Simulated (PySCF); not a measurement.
## Computed properties of InClBr₂, SMILES [Cl][In]([Br])[Br]

InClBr2, SMILES [Cl][In]([Br])[Br]. Geometry: B3LYP-D3(BJ)/def2-SVP. The structure was generated by enumeration; whether it is a known compound was not checked. The def2 effective core potentials stand for the cores of In; spin–orbit coupling is left out. Other conformers were not sampled. All values are computed for the isolated molecule unless a solvent is named; none is compared with measurement here.

**Structure.** The optimised structure has C2v symmetry. All 6 harmonic modes at B3LYP-D3(BJ)/def2-SVP (PySCF) are real, so it is a minimum. With heavy atoms numbered as in [In:1]([Cl:2])([Br:3])[Br:4], the shortest bond between them is In1–Cl2 at 2.343 Å and the longest In1–Br3 at 2.476 Å.

**Vibrations.** The strongest infrared lines (harmonic, unscaled, degenerate partners summed) lie at 375 cm⁻¹ (48 km/mol, Cl 72 %, In 27 %), 282 cm⁻¹ (46 km/mol, In 51 %, Br 49 %), 82 cm⁻¹ (8 km/mol, In 59 %, Cl 22 %, Br 18 %). The softest mode is at 64 cm⁻¹ and the zero-point energy is 1.6 kcal/mol.

**Electronic structure.** r2SCAN/def2-TZVP (PySCF) places the frontier levels at -7.90 and -3.95 eV, a gap of 3.95 eV, and gives a dipole moment of 0.47 D and a mean polarisability of 90.7 bohr³. PBE/def2-TZVP (PySCF) at the same geometry gives -7.54 and -4.08 eV, so its gap is 0.49 eV narrower. An orbital gap is neither the optical nor the fundamental gap.

**Excitations.** TDA-ωB97X/def2-SVPD (PySCF) has S1 at 4.81 eV (258 nm, f = 0.012, weak); the most intense of the 10 singlets computed lies at 5.45 eV (f = 0.08). T1 (TDA) is at 4.38 eV, 0.43 eV under S1. TDA-PBE/def2-SVPD (PySCF) puts S1 at 3.54 eV. No vertical singlet excitation falls in the visible range (under 3.1 eV).
